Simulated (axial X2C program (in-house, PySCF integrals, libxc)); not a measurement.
**Ionising TiH**

Calculated with an in-house all-electron X2C program for linear molecules (integrals from PySCF), spin-free (one-electron X2C) or two-component (2c: spin–orbit coupling with atomic mean-field Coulomb and Gaunt terms, which also bring small scalar terms), in Dyall basis sets with cores contracted in-house; open shells are unrestricted.

Basis sets: H dyall-v3z, Ti dyall-cv3z. Frozen shells (counts by l): TiH Ti 2s1p, H none, 13 electrons correlated; TiH⁺ Ti 2s1p, H none, 12 electrons correlated. Coupled cluster in natural virtuals with an MP2 remainder. Where the outer core of a metal is frozen, bonds come out longer and ionisation energies lower.

| Hamiltonian | level | TiH state | Re (Å) | ωe (cm⁻¹) | De (eV) |
| --- | --- | --- | --- | --- | --- |
| spin-free | HF | M_S = 3/2, Λ = 3 | 1.855 | 1492.4 | 1.78 |
| spin-free | PBE0 | M_S = 3/2, Λ = 3 | 1.753 | 1590.6 | 2.53 |
| spin-free | MP2 | M_S = 3/2, Λ = 3 | 1.765 | 1570.9 | 2.05 |
| spin-free | CCSD | M_S = 3/2, Λ = 3 | 1.780 | 1552.6 | 2.20 |
| spin-free | CCSD(T) | M_S = 3/2, Λ = 3 | 1.774 | 1556.4 | 2.14 |
| 2c | HF | Ω = 3/2 | 1.856 | 1491.8 | n/a |
| 2c | PBE0 | Ω = 3/2 | 1.753 | 1590.0 | n/a |
| 2c | MP2 | Ω = 3/2 | 1.765 | 1570.4 | n/a |
| 2c | CCSD | Ω = 3/2 | 1.781 | 1551.9 | n/a |
| 2c | CCSD(T) | Ω = 3/2 | 1.774 | 1555.8 | 2.14 |

Adiabatic ionisation energy (minimum to minimum, no zero-point term) and constants of TiH⁺:

| Hamiltonian | level | TiH⁺ state | IE (eV) | Re (Å) | ωe (cm⁻¹) | De (eV) | fragments |
| --- | --- | --- | --- | --- | --- | --- | --- |
| spin-free | HF | M_S = 1, Λ = 3 | 6.12 | 1.762 | 1713.7 | 1.22 | Ti+ + H |
| spin-free | PBE0 | M_S = 1, Λ = 3 | 6.71 | 1.695 | 1765.3 | 2.28 | Ti+ + H |
| spin-free | MP2 | M_S = 1, Λ = 3 | 6.44 | 1.695 | 1794.8 | 2.22 | Ti+ + H |
| spin-free | CCSD | M_S = 1, Λ = 3 | 6.48 | 1.715 | 1751.7 | 2.41 | Ti+ + H |
| spin-free | CCSD(T) | M_S = 1, Λ = 3 | 6.50 | 1.712 | 1751.3 | 2.45 | Ti+ + H |
| 2c | HF | Ω = 2 | 6.12 | 1.763 | 1713.3 | n/a | Ti+ + H |
| 2c | PBE0 | Ω = 2 | 6.71 | 1.695 | 1764.9 | n/a | Ti+ + H |
| 2c | MP2 | Ω = 2 | 6.43 | 1.696 | 1794.4 | n/a | Ti+ + H |
| 2c | CCSD | Ω = 2 | 6.48 | 1.715 | 1751.3 | n/a | Ti+ + H |
| 2c | CCSD(T) | Ω = 2 | 6.50 | 1.712 | 1750.9 | 2.46 | Ti+ + H |

**Question.** Add the zero-point terms to the ionisation energy at CCSD(T), 2c, and say whether the electron removed was bonding.

**Answer.** IE0 = IE + (ωe⁺ − ωe)/2 = 6.50 + (0.012) = 6.51 eV. Re changes by -0.062 Å, so the bond shortens, as on loss of an antibonding or a polarising non-bonding electron.

**Question.** Close the cycle De(TiH⁺) + IE(TiH) = De(TiH) + IE(Ti) to find the atomic ionisation energy at CCSD(T), 2c.

**Answer.** IE(Ti) = 2.46 + 6.50 − 2.14 = 6.82 eV, for the determinants used.

Each entry is the lowest single determinant of a limited PBE0 search at one distance. De goes to single-determinant-based atoms at the same level (for ions the charge split of lowest energy) and is withheld (n/a) where an atom does not fit its ground term or J level. Main or longest-lived isotopes. One determinant is a doubtful description, or other states lie close, for TiH, TiH⁺; these need not be ground states, and all values refer to the states named. With several unpaired electrons the Ω given is that of one determinant, not necessarily of the lowest component. Some light 2c atoms are not at their ground J level, so De misses part of their lowering (0.04 eV or less). The functionals have no current term, which raises determinants with orbital currents.
